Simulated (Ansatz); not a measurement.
`[SiH3][O][Sn][O][SiH3]` + HCl → `[SiH3][O][Sn][Cl]` + `O[SiH3]` at 298.15 K and 1 bar (ligand exchange at the Sn–O bond).

Computed with Ansatz on PBE0-D4/def2-TZVP structures; ΔE is electronic, products minus reactants. CBS: MP2 limit from def2 TZ/QZ plus the TZ coupled-cluster correction, frozen cores. This one scheme is used for every species. def2 core potentials past Kr. For Sn outer-core shells are correlated without core-valence functions, which leaves a few kJ/mol of doubt a bond. Each species was taken in one conformer, which may not be the lowest.

```tsv
species	CCSD(T)/CBS energy (Eh)	H − E (kJ/mol)	S (J/(mol·K))
`[SiH3][O][Sn][O][SiH3]`	-946.28060	179.3	419.7
HCl	-460.38127	26.6	186.8
`[SiH3][O][Sn][Cl]`	-1039.98803	99.0	367.4
`O[SiH3]`	-366.69042	113.6	257.8
```

H − E and S are ideal-gas, rigid-rotor, harmonic terms from PBE0-D4/def2-TZVP, for one conformer and one mirror image of each species. 1 Eh = 2625.50 kJ/mol, R = 8.31446 J/(mol·K).

Question: By hand: ΔE, ΔH, ΔS and ΔG.

Answer: ΔE = (-1039.98803) + (-366.69042) − (-946.28060) − (-460.38127) = -0.01658 Eh = -43.5 kJ/mol. Δ(H − E) = 99.0 + 113.6 − 179.3 − 26.6 = 6.7, so ΔH = -36.8 kJ/mol. ΔS = 367.4 + 257.8 − 419.7 − 186.8 = 18.7 J/(mol·K). ΔG = -36.8 − 298.15 × (18.7)/1000 = -42.4 kJ/mol.

Question: By hand: the equilibrium constant, and the temperature at which ΔG would vanish if ΔH and ΔS stayed fixed.

Answer: log₁₀ K = −ΔG/(RT ln 10) = 7.4. ΔH and −TΔS have one sign here, so there is no such temperature.

ΔH outweighs TΔS. A doubt of 5 kJ/mol in ΔE shifts log₁₀ K by 0.9 here. Other conformers and mirror images would add mixing entropy, several J/(mol·K) or more a flexible species. Modes under 60 cm⁻¹, often nearly free rotors, make the harmonic entropy too high. These are equilibria of isolated gas molecules and say nothing of rates. Largest T1 diagnostic: 0.016 (customary marks: 0.02 for closed shells, 0.045 for open ones).
